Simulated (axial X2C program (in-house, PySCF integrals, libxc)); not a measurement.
## Levels of SbF⁺ by electron attachment to SbF²⁺ (EOM-EA-CCSD)

Computed with an axial X2C code built on PySCF integrals: two-component X2C with atomic mean-field Coulomb and Gaunt terms, Gaussian nuclei, basis Sb dyall-acv3z, F dyall-av3z with contracted cores.

R = 1.852 Å (near the PBE0 minimum at charge 1 of the determinant lowest at the starting distance; the state shown can have its own minimum elsewhere).

Levels of SbF⁺ obtained by attaching an electron to SbF²⁺:

| Ω | binding energy (eV) | above lowest (cm⁻¹) | attached spinor | one-particle weight |
| --- | --- | --- | --- | --- |
| 1/2 | 16.062 | 0 | 87% Sb pπ, 6% F pπ | 0.97 |
| 3/2 | 15.634 | 3447 | 88% Sb pπ, 6% F pπ | 0.97 |
| 1/2 | 12.379 | 29699 | 57% Sb pσ, 18% Sb dσ, 11% F pσ | 0.96 |
| 1/2 | 7.937 | 65530 | 83% Sb sσ | 0.98 |

**Question.** Take the first Ω = 1/2 and Ω = 3/2 rows of π character: how far apart are they, and which lies lower?

**Answer.** E(3/2) − E(1/2) = 3447 − 0 = 3447 cm⁻¹ at EOM-EA-CCSD: regular, Ω = 1/2 lower. Splittings at this level can be off by ten to twenty per cent.

This point took 14 s on 1 thread of Intel(R) Xeon(R) Processor @ 2.30GHz, with other jobs on the host.

Reference electrons by ω block (each with its −ω partner): 1/2: 19, 3/2: 8, 5/2: 2. 10 electrons of SbF²⁺ correlated (inner shells frozen), 92 natural virtual spinors (a truncated set); levels can be off by some tenths of an eV. Roots sought by Ω: (1/2: 5, 3/2: 4, 5/2: 2, 7/2: 1); rows need 60 % one-particle weight and stop where some Ω has no more roots. Missing are any skipped roots, higher Ω and states of a further excitation; these come out far too high here and may in truth be low or lowest. T1 of the reference 0.031 (Lee–Taylor). The reference was not checked to be the lowest state of its species. Number of frozen shells: Sb 4 s, 3 p, 2 d; F 1 s. Large amplitudes in the reference (orbital relaxation or multireference character) lower the reliability. Left out with split weight: Ω = 3/2 at 8.33 eV (0.40), Ω = 5/2 at 8.30 eV (0.40).
